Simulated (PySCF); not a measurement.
**Argon: a sound run and one with changed settings**

Sound run: Ar⁺ [Ne] 3s2 3p5, Ar²⁺ [Ne] 3s2 3p4. All numbers are calculated (PySCF 2.14, no relativity, point nucleus, in def2-SVP). The sound run starts from symmetry-adapted Hartree-Fock orbitals and uses a fine grid where one is needed.

A second run was set up differently.

```
species  method  sound run (hartree)  changed run (hartree)  converged
    Ar⁺     UHF           -526.08638             -526.08638        yes
    Ar⁺    PBE0           -526.61316             -526.26011        yes
    Ar⁺  M06-2X           -526.76278             -526.46135        yes
   Ar²⁺     UHF           -525.10641             -525.10641        yes
   Ar²⁺    PBE0           -525.59012             -525.36692        yes
   Ar²⁺  M06-2X           -525.73869             -525.51521        yes
```

Ionisation energy of Ar⁺:

```csv
method,sound run (eV),changed run (eV)
UHF,26.666,26.666
PBE0,27.838,24.305
M06-2X,27.867,25.746
```

What was changed?
A. radial grid too coarse
B. all electrons correlated in a valence basis
C. too few SCF iterations
D. level shift left on

A. It used radial step 1.2 in ln r (0.13 in the sound run). A coarse radial grid mis-integrates the density and the exchange-correlation energy, with errors of either sign; Hartree-Fock needs no grid.
